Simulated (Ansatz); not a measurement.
# Molecular dynamics of Cl₃H₄HfNO

input.yaml

```yaml
crystal:
  periodic: [false, false, false]
  atoms:
    - { symbol: Hf, position_ang: [0.452954, 0.016721, 0.041027] }
    - { symbol: Cl, position_ang: [1.113324, -0.758495, 2.241744] }
    - { symbol: Cl, position_ang: [2.248061, -0.882762, -1.188164] }
    - { symbol: Cl, position_ang: [-0.215943, 1.772532, -1.48757] }
    - { symbol: O, position_ang: [-1.123654, -1.030229, -0.074649] }
    - { symbol: H, position_ang: [-1.729146, -1.752446, 0.089955] }
    - { symbol: "N", position_ang: [0.800213, 2.01513, 1.286821] }
    - { symbol: H, position_ang: [1.792763, 2.263388, 1.276911] }
    - { symbol: H, position_ang: [0.295438, 2.808532, 0.887443] }
    - { symbol: H, position_ang: [0.552289, 1.905728, 2.27168] }
basis:
  gaussian: { orbitals: def2-SVP }
hamiltonian:
  xc: pbe0
  dispersion: d4
md:
  timestep: 0.5
  n_steps: 200
  ensemble: nve
  temperature: 300.0
  initial_velocities: maxwell_boltzmann
  seed: 8946
```

Command:

```bash
$ ansatz run input.yaml --threads 4 --pin off --max-ram 5120MiB --backend cpu --events-out ev --progress --plain --runs-dir out
```

It starts at the highest image of a converged band. Of that band: A vibrational analysis at the climbing image gives one clearly imaginary mode, 51i cm⁻¹, and a faint second one (19i cm⁻¹) that may be numerical noise or a soft torsion: probably a first-order saddle point.

Output, in part (step lines, the closing report, with atoms numbered from 0):

```
md step     0: t =     0.00 fs  T =   300.0 K  F+E_penalty+E_count = -42455.46742218 eV  E_kin = 0.310224 eV  conserved = -42455.15719819 eV  (29 SCF iters)
[... lines left out ...]
Total energy: -42455.30066459 eV, -1560.2035221875 hartree
Atom 0 at     0.477289     0.027248     0.056709 Å, force    -0.099317    -0.740332    -0.480768 eV/Å
Atom 1 at     1.130191    -0.686375     2.259161 Å, force     0.151645    -0.108160     0.023236 eV/Å
Atom 2 at     2.170980    -1.012371    -1.305489 Å, force    -0.414920     0.460050     0.496114 eV/Å
Atom 3 at    -0.171263     1.803862    -1.476435 Å, force     0.028052    -0.199894     0.074446 eV/Å
Atom 4 at    -1.066528    -1.130183    -0.106740 Å, force     0.133801     0.696637    -0.217610 eV/Å
Atom 5 at    -1.727016    -1.109896    -0.814293 Å, force     0.124221    -0.127574     0.207501 eV/Å
Atom 6 at     0.521377     2.024093     1.390090 Å, force     0.969532    -1.263387     0.860913 eV/Å
Atom 7 at     1.528668     2.247317     1.383933 Å, force    -0.440449     0.282892    -0.052114 eV/Å
Atom 8 at    -0.002313     2.779763     0.983423 Å, force    -0.313791     0.638236    -0.014399 eV/Å
Atom 9 at     0.317275     1.825910     2.392489 Å, force    -0.138774     0.361532    -0.897318 eV/Å
Dipole moment:    -0.330893     0.957160     0.518175 e Å
```

The steps, from the saved trajectory:

```json
{"time (fs)": "0", "T (K)": "300", "potential energy less start (eV)": "0.000", "conserved less start (meV/atom)": "0.00"}
{"time (fs)": "3", "T (K)": "246", "potential energy less start (eV)": "0.057", "conserved less start (meV/atom)": "0.10"}
{"time (fs)": "6", "T (K)": "210", "potential energy less start (eV)": "0.094", "conserved less start (meV/atom)": "0.12"}
{"time (fs)": "9", "T (K)": "231", "potential energy less start (eV)": "0.072", "conserved less start (meV/atom)": "0.03"}
{"time (fs)": "12", "T (K)": "199", "potential energy less start (eV)": "0.105", "conserved less start (meV/atom)": "0.08"}
{"time (fs)": "15", "T (K)": "168", "potential energy less start (eV)": "0.138", "conserved less start (meV/atom)": "0.09"}
{"time (fs)": "18", "T (K)": "153", "potential energy less start (eV)": "0.153", "conserved less start (meV/atom)": "0.07"}
{"time (fs)": "21", "T (K)": "136", "potential energy less start (eV)": "0.171", "conserved less start (meV/atom)": "0.09"}
{"time (fs)": "24", "T (K)": "140", "potential energy less start (eV)": "0.166", "conserved less start (meV/atom)": "0.06"}
{"time (fs)": "27", "T (K)": "135", "potential energy less start (eV)": "0.171", "conserved less start (meV/atom)": "0.10"}
{"time (fs)": "30", "T (K)": "126", "potential energy less start (eV)": "0.181", "conserved less start (meV/atom)": "0.11"}
{"time (fs)": "33", "T (K)": "129", "potential energy less start (eV)": "0.177", "conserved less start (meV/atom)": "0.04"}
{"time (fs)": "36", "T (K)": "112", "potential energy less start (eV)": "0.195", "conserved less start (meV/atom)": "0.09"}
{"time (fs)": "39", "T (K)": "125", "potential energy less start (eV)": "0.183", "conserved less start (meV/atom)": "0.13"}
{"time (fs)": "42", "T (K)": "167", "potential energy less start (eV)": "0.138", "conserved less start (meV/atom)": "0.03"}
{"time (fs)": "45", "T (K)": "145", "potential energy less start (eV)": "0.161", "conserved less start (meV/atom)": "0.06"}
{"time (fs)": "48", "T (K)": "125", "potential energy less start (eV)": "0.182", "conserved less start (meV/atom)": "0.14"}
{"time (fs)": "51", "T (K)": "173", "potential energy less start (eV)": "0.132", "conserved less start (meV/atom)": "0.06"}
{"time (fs)": "54", "T (K)": "175", "potential energy less start (eV)": "0.130", "conserved less start (meV/atom)": "0.05"}
{"time (fs)": "57", "T (K)": "141", "potential energy less start (eV)": "0.166", "conserved less start (meV/atom)": "0.11"}
{"time (fs)": "60", "T (K)": "142", "potential energy less start (eV)": "0.165", "conserved less start (meV/atom)": "0.09"}
{"time (fs)": "63", "T (K)": "129", "potential energy less start (eV)": "0.178", "conserved less start (meV/atom)": "0.09"}
{"time (fs)": "66", "T (K)": "135", "potential energy less start (eV)": "0.172", "conserved less start (meV/atom)": "0.07"}
{"time (fs)": "69", "T (K)": "145", "potential energy less start (eV)": "0.161", "conserved less start (meV/atom)": "0.07"}
{"time (fs)": "72", "T (K)": "119", "potential energy less start (eV)": "0.189", "conserved less start (meV/atom)": "0.13"}
{"time (fs)": "75", "T (K)": "129", "potential energy less start (eV)": "0.178", "conserved less start (meV/atom)": "0.06"}
{"time (fs)": "78", "T (K)": "148", "potential energy less start (eV)": "0.157", "conserved less start (meV/atom)": "0.04"}
{"time (fs)": "81", "T (K)": "147", "potential energy less start (eV)": "0.160", "conserved less start (meV/atom)": "0.13"}
{"time (fs)": "84", "T (K)": "168", "potential energy less start (eV)": "0.137", "conserved less start (meV/atom)": "0.07"}
{"time (fs)": "87", "T (K)": "161", "potential energy less start (eV)": "0.144", "conserved less start (meV/atom)": "0.03"}
{"time (fs)": "90", "T (K)": "131", "potential energy less start (eV)": "0.176", "conserved less start (meV/atom)": "0.14"}
{"time (fs)": "93", "T (K)": "167", "potential energy less start (eV)": "0.138", "conserved less start (meV/atom)": "0.07"}
{"time (fs)": "96", "T (K)": "167", "potential energy less start (eV)": "0.138", "conserved less start (meV/atom)": "0.03"}
{"time (fs)": "99", "T (K)": "122", "potential energy less start (eV)": "0.185", "conserved less start (meV/atom)": "0.13"}
```

The run went to its last step. The conserved energy stayed within 0.16 meV per atom of its start (net change 0.069 meV per atom), so the integration is sound. A run of 0.1 ps of so small a system gives no equilibrium averages. The orbitals stay closed-shell, which can raise the energy where a bond breaks towards radicals; this wasn't checked here.

The same pairs are bonded in the first frame and the last. Pairs count as bonded within 1.25 times the sum of covalent radii (0.12 Å more for H–H).

Last frame:

```xyz
10
Properties=species:S:1:pos:R:3
Hf 0.477 0.027 0.057
Cl 1.130 -0.686 2.259
Cl 2.171 -1.012 -1.306
Cl -0.171 1.804 -1.476
O -1.067 -1.130 -0.107
H -1.727 -1.110 -0.814
N 0.521 2.024 1.390
H 1.529 2.247 1.384
H -0.002 2.780 0.983
H 0.317 1.826 2.393
```

The run took 9.8 min on 4 threads of Arm Neoverse V2 (shared host), peak memory 0.38 GiB.
